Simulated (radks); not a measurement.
Values are calculated unless marked as measured or tabulated.
Valence configurations of neutral samarium (all share [Xe]). Code: a radial shooting solver on a logarithmic mesh with Libxc functionals. Model: scalar-relativistic Kohn-Sham, BLYP, spin-polarised, spherical densities, finite nucleus; open shells are filled with parallel spins first (spin-orbit coupling, left out, can overturn this in heavy ions); Fermi nuclear charge, rms radius 5.0819 fm. Energies are relative to 4f6 6s2; eigenvalues in eV for spin up.

valence          E (eV)  moment (Bohr magnetons)    e(4f)   e(5d)   e(6p)   e(6s)
4f6 6s2           0.000                        6   -3.375       -       -  -3.524
4f5 6s2 6p1       6.075                        6  -12.200       -  -2.138  -5.315
4f6 5d1 6s1       1.450                        8   -2.178  -1.235       -  -3.364
4f6 6p2           4.712                        8   -5.695       -  -2.276       -
4f6 6s1 6p1       1.995                        8   -4.529       -  -1.800  -4.463
4f6 6s1.5 6p0.5   1.060                        7   -3.999       -  -1.470  -4.024
4f4 6s1.5 6p2.5  22.108                        7  -22.711       -  -3.363  -7.323
4f4 5d2 6s2      12.503                        6  -15.301  -4.056       -  -4.336
4f5 5d1 6p2       8.965                        8  -11.230  -4.778  -2.413       -

NIST lists [Xe] 4f6 6s2 as the ground configuration; this level of theory agrees among the configurations tried. The energies are those of spherical high-spin densities, not of single terms. No valid solution was reached for [Xe] 4f7 6s1.
